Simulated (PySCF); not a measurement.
Distorted geometries of [La(H2CO)]3+

[La(H2CO)]3+ (singlet). PySCF 2.14.0, RKS BP86, La lcecp-1-SVP with ECP46, O def2-SVP, C def2-SVP, H def2-SVP; non-relativistic Hamiltonian with scalar-relativistic core potentials where named; density fitting; no spin-orbit coupling. Relaxed geometry:

```xyz
5

La    0.0000    0.0000   -0.3226
O     0.0000    0.0000    1.9103
C     0.0000    0.0000    3.1861
H     0.9788    0.0000    3.7356
H    -0.9788    0.0000    3.7356
```

Order these distorted geometries by energy above the relaxed one, lowest first.
A.
```xyz
5

La   -0.0340    0.0170   -0.3091
O    -0.0479   -0.0220    1.9407
C     0.0534   -0.0140    3.1745
H     0.9937    0.0181    3.6945
H    -0.9652    0.0009    3.7446
```
B.
```xyz
5

La   -0.0735    0.0305   -0.3355
O    -0.0098   -0.0090    1.8786
C     0.0363   -0.0049    3.2050
H     1.0029   -0.0146    3.7693
H    -0.9558   -0.0020    3.7277
```
C.
```xyz
5

La    0.0472    0.0296   -0.1333
O     0.0348   -0.0321    1.9949
C     0.0804    0.0434    3.2729
H     1.1632    0.1106    3.6845
H    -1.3256   -0.1515    3.4262
```

B (0.08 eV), A (0.15 eV), C (1.73 eV).

Which forces (eV/Å) act in the one that lies 0.15 eV up?


```
La  -0.05 -0.03  0.04
O    0.51 -0.02 -2.53
C   -3.24  0.18  2.00
H    1.57 -0.04  0.67
H    1.22 -0.09 -0.18
```
Forces carry noise of the integration grid, about 0.01 to 0.03 eV/Å.
